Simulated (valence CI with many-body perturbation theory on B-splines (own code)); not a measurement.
**Tc21+: M1 decay**

Calculated by valence CI with perturbative core correlation (CI+MBPT): four valence electrons over a frozen Dirac-Fock core [Ar], a basis of 9 s, 9 p, 10 d, 8 f, 5 g, 3 h, 1 i functions for each j, with the one-electron correlation potential Σ1, the two-electron term Σ2, the three-electron term Σ3, Breit, model QED; selected CI, second order for the rest (own B-spline code, finite nucleus).

No measured spectrum was set against this ion. As an estimate, terms of the open shell hold to 2 to 4 % of their energy, and close levels can change places. Core correlation moves these levels by up to 9700 cm⁻¹, and in measured spectra 5 to 20 % of such shifts remained as error; rates that hang on mixing are uncertain with them. Only levels of the ground parity were solved; by the run's estimate the other parity begins above the list, which can be wrong where configurations are misplaced.

Lines 1 to 50 of 120 in falling wavelength, among levels below 428330 cm⁻¹, chosen from the decays that carry over 1 % of a level's rate. Wavelengths and rates use the calculated energies, so an error of 2000 cm⁻¹ moves a line at 587.3 nm by 12 % and its rate by three times that or more. Weak lines are less certain than strong ones. Lines between different terms over intervals too small for the method are left out, as are lines whose strength nearly cancels. Branching is blank where the lifetime is uncertain.

Names give the largest LS component (configuration and term), which can be under half, so a name can repeat, a term be missing and a line seem to break the LS rules; names also repeat where a configuration has a term twice. Letters in brackets count levels of one name in rising energy.

```csv
λ vac (nm),Upper,Lower,Type,A (s⁻¹),Branch %
1224,3d4 3H_6,3d4 3H_5,M1,7.78e+00,99.9
1169,3d4 5D_4,3d4 5D_3,M1,1.52e+01,100.0
926.8,3d4 5D_3,3d4 5D_2,M1,5.39e+01,100.0
801.5,3d4 5D_2,3d4 5D_1,M1,9.86e+01,100.0
787.2,3d4 5D_1,3d4 5D_0,M1,9.09e+01,100.0
587.3,3d4 3G_3,3d4 3H_4,M1,3.80e+01,3.1
533.1,3d4 3H_5,3d4 3H_4,M1,1.23e+02,62.3
529.5,3d4 3G_5,3d4 3G_4 [b],M1,2.42e+01,2.7
511.7,3d4 3G_4 [a],3d4 3G_3,M1,1.20e+02,8.4
445.2,3d4 3P_2 [a],3d4 3F_2 [a],M1,1.90e+01,2.5
408.6,3d4 3P_2 [a],3d4 3P_1 [a],M1,1.81e+02,23.6
406.2,3d4 3P_2 [b],3d4 3P_2 [a],M1,5.81e+01,1.9
395.7,3d4 3G_4 [b],3d4 3H_5,M1,8.97e+01,7.4
379.6,3d4 3G_5,3d4 3G_4 [a],M1,2.59e+02,28.6
370.4,3d4 3G_4 [b],3d4 3G_3,M1,1.29e+01,1.1
362.3,3d4 3P_1 [a],3d4 3P_0 [a],M1,3.55e+02,11.6
352.5,3d4 3F_4,3d4 1F_3,M1,4.86e+01,
339.6,3d4 3P_2 [c],3d4 1D_2 [a],M1,1.23e+02,5.4
336.1,3d4 3F_3 [a],3d4 3F_2 [a],M1,2.61e+02,19.7
325.3,3d4 1D_2 [a],3d4 3D_1,M1,1.52e+02,4.8
320.8,3d4 1G_4 [a],3d4 3G_5,M1,1.49e+02,5.7
318.1,3d4 3D_1,3d4 3P_2 [a],M1,2.38e+02,6.9
296.9,3d4 3F_3 [a],3d4 3G_3,M1,1.91e+02,14.4
284.5,3d4 1G_4 [a],3d4 3D_3,M1,2.80e+01,1.1
277.9,3d4 3G_5,3d4 3H_6,M1,2.13e+02,23.5
273.5,3d4 3G_4 [a],3d4 3H_4,M1,6.44e+02,45.2
267.4,3d4 3F_2 [b],3d4 1F_3,M1,2.06e+02,5.5
266.3,3d4 1D_2 [a],3d4 3P_2 [b],M1,1.33e+02,4.2
263.3,3d4 3D_3,3d4 3F_2 [a],M1,2.23e+02,9.8
252.8,3d4 3H_4,3d4 5D_4,M1,3.94e+02,78.2
238.6,3d4 3D_3,3d4 3G_3,M1,3.67e+02,16.1
230.5,3d4 1G_4 [a],3d4 3F_3 [a],M1,5.31e+02,20.3
227.1,3d4 3G_4 [b],3d4 3H_4,M1,2.73e+02,22.5
226.5,3d4 3G_5,3d4 3H_5,M1,3.25e+02,35.9
214.3,3d4 1D_2 [a],3d4 3D_3,M1,6.45e+02,20.2
213.7,3d4 1I_6,3d4 3H_6,M1,5.11e+02,46.9
213.2,3d4 3F_2 [b],3d4 1D_2 [a],M1,1.79e+02,4.8
212.5,3d4 1F_3,3d4 3P_2 [b],M1,1.08e+02,
212.4,3d4 3P_2 [b],3d4 3F_2 [a],M1,2.81e+02,9.2
207.9,3d4 3H_4,3d4 5D_3,M1,1.09e+02,21.8
203.7,3d4 3P_2 [b],3d4 3P_1 [a],M1,1.99e+02,6.5
202.5,3d4 3F_4,3d4 1G_4 [a],M1,1.10e+02,
199.8,3d4 1G_4 [a],3d4 3G_4 [b],M1,6.16e+02,23.6
198.4,3d4 3F_3 [b],3d4 1D_2 [a],M1,3.05e+02,
196.1,3d4 3P_2 [b],3d4 3G_3,M1,6.60e+01,2.2
185.5,3d4 3D_1,3d4 3F_2 [a],M1,4.11e+02,12.0
181.9,3d4 1I_6,3d4 3H_5,M1,5.78e+02,53.0
178.9,3d4 3D_1,3d4 3P_1 [a],M1,6.91e+02,20.2
178.1,3d4 1F_3,3d4 3D_3,M1,8.31e+02,
176.8,3d4 3G_3,3d4 5D_4,M1,5.99e+01,4.9
```
